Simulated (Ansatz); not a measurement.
Consider the ligand exchange at the Si–Cl bond: `Cl[SiH]1C[SiH2]1` + H₂S → `S[SiH]1C[SiH2]1` + HCl.

Gas-phase electronic energies from Ansatz, PBE0-D4/def2-TZVP geometries. CBS: MP2 limit from def2 TZ/QZ plus the TZ coupled-cluster correction, frozen cores. This one scheme is used for every species. Functionals use def2-TZVPP. One conformer a species, not always the lowest.

| species | ωB97M-V energy (Eh) |
| --- | --- |
| `Cl[SiH]1C[SiH2]1` | -1080.26440 |
| H₂S | -399.37365 |
| `S[SiH]1C[SiH2]1` | -1018.83498 |
| HCl | -460.79014 |

Task: Work out ΔE.

Result: ΔE = (-1018.83498) + (-460.79014) − (-1080.26440) − (-399.37365) = 0.01293 Eh = +8.1 kcal/mol. CCSD(T)/CBS gives +7.5 kcal/mol.

Largest T1 diagnostic among the species: 0.012.

Leaving LDA and LC-ωPBE aside and taking each functional with its dispersion term where it has one, the values, not all of them listed here, spread over 2.2 kcal/mol, from revPBE-D4 to BHLYP-D4. The D4 term adds −0.7 kcal/mol with B3LYP and −0.4 kcal/mol with PBE0; it sums over pairs of atoms, weighted by their polarisabilities, and B3LYP, whose exchange is more repulsive, gets the larger term.

B3LYP here is the variant with VWN-RPA as its local correlation; programs differ in this.
